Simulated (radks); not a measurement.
Task: These are the eigenvalues of the occupied orbitals of an atom or ion with whole-number occupations (hartree). Method: Dirac Kohn-Sham, BLYP, spin-unpolarised, spherical densities, finite nucleus; Fermi nuclear charge, rms radius of each element as measured or else 0.836 A^(1/3) + 0.57 fm; computed with a radial shooting solver on a logarithmic mesh with Libxc functionals.

1s1/2: -2420.905
2s1/2: -434.9602
2p1/2: -416.6161
2p3/2: -372.8281
3s1/2: -118.9982
3p1/2: -110.8702
3p3/2: -101.4532
3d3/2: -87.67183
3d5/2: -85.62201
4s1/2: -42.78495
4p1/2: -39.39463
4p3/2: -36.95098
4d3/2: -31.33782
4d5/2: -30.84946
4f5/2: -23.88789

Which element is it, and in what charge state? The configuration may be excited. Open shells, if any, fill j = l - 1/2 first.

Result: Z = 72, hafnium, charge +23: Hf23+ in [Kr] 4d10 4f3. The list shows which subshells hold electrons but not how many an open one holds; the 1s level, -2420.9 hartree, gives Z - s = 69.6 by -(Z - s)^2/2, which with screening and relativity narrows Z to a few neighbours, and the depths of the outer levels then fix element, charge and occupations together.
